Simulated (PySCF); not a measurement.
# Magnetic susceptibility: `Br[C@H](C(C)(C)CF)Cl`, C5H9BrClF

Molfile (atoms numbered from 1):
```
C5H9BrClF
     RDKit          3D

 17 16  0  0  0  0  0  0  0  0999 V2000
   -0.5904   -0.3682   -1.3811 C   0  0  0  0  0  0  0  0  0  0  0  0
   -0.0427   -0.0032   -0.0027 C   0  0  0  0  0  0  0  0  0  0  0  0
   -0.6512   -0.9030    1.0776 C   0  0  0  0  0  0  0  0  0  0  0  0
   -0.4139    1.4559    0.3090 C   0  0  0  0  0  0  0  0  0  0  0  0
    0.0674    1.8284    1.5391 F   0  0  0  0  0  0  0  0  0  0  0  0
    1.4855   -0.1187    0.0411 C   0  0  2  0  0  0  0  0  0  0  0  0
    2.2796    0.9315   -1.1619 Cl  0  0  0  0  0  0  0  0  0  0  0  0
    2.0915   -1.9534   -0.2444 Br  0  0  0  0  0  0  0  0  0  0  0  0
   -0.1698    0.2774   -2.1487 H   0  0  0  0  0  0  0  0  0  0  0  0
   -0.3450   -1.3997   -1.6226 H   0  0  0  0  0  0  0  0  0  0  0  0
   -1.6718   -0.2613   -1.3937 H   0  0  0  0  0  0  0  0  0  0  0  0
   -0.2507   -0.6495    2.0571 H   0  0  0  0  0  0  0  0  0  0  0  0
   -0.4463   -1.9507    0.8753 H   0  0  0  0  0  0  0  0  0  0  0  0
   -1.7295   -0.7654    1.1026 H   0  0  0  0  0  0  0  0  0  0  0  0
   -1.5011    1.5719    0.3456 H   0  0  0  0  0  0  0  0  0  0  0  0
    0.0103    2.1494   -0.4225 H   0  0  0  0  0  0  0  0  0  0  0  0
    1.8710    0.1707    1.0203 H   0  0  0  0  0  0  0  0  0  0  0  0
  1  2  1  0
  2  3  1  0
  2  4  1  0
  4  5  1  0
  2  6  1  0
  6  7  1  0
  6  8  1  0
  1  9  1  0
  1 10  1  0
  1 11  1  0
  3 12  1  0
  3 13  1  0
  3 14  1  0
  4 15  1  0
  4 16  1  0
  6 17  1  1
M  END
```

Computed with GIAO KT3/pcSseg-1 magnetisability, rotational g tensor and spin-rotation constants, non-relativistic, gas phase in PySCF 2.14.0. Geometry: GFN2-xTB.

The calculation is non-relativistic, which matters for the atoms heavier than Zn.

Task: What are the magnetisability and the molar susceptibility?

Result: Isotropic -1778 × 10⁻³⁰ J/T², or -107.1 × 10⁻⁶ cm³/mol; principal values -1850, -1799, -1684 × 10⁻³⁰ J/T², anisotropy 147 × 10⁻³⁰ J/T² (root of half the summed squared differences of the principal values). The susceptibility is in cgs units.

Task: Split it along the inertial axes a, b, c into diamagnetic and paramagnetic parts about the centre of mass, with the quadrupole moment.

Result: 
```tsv
axis	χ (10⁻⁶ cm³/mol)	diamagnetic (10⁻⁶ cm³/mol)	paramagnetic (10⁻⁶ cm³/mol)	summed x² of all electrons (Å²)	quadrupole Θ (D Å)
a	-108.2	-887.5	779.3	270.4	-0.61
b	-109.1	-1455.9	1346.9	136.4	+0.03
c	-103.9	-1726.0	1622.1	72.8	+0.58
```
Anisotropies 2χaa − χbb − χcc = -3.3 and 2χbb − χaa − χcc = -6.0 × 10⁻⁶ cm³/mol. Θ is traceless in Buckingham's convention.

Task: And the rotational g tensor?

Result: 
```tsv
axis	rotational constant (GHz)	g	nuclear part	electronic part
a	1.5462	-0.0085	0.5575	-0.5661
b	0.8131	-0.0043	0.5102	-0.5145
c	0.6734	-0.0053	0.5079	-0.5132
```
Asymmetric top; isotopes 79Br, 12C, 35Cl, 19F, 1H; no vibrational averaging.
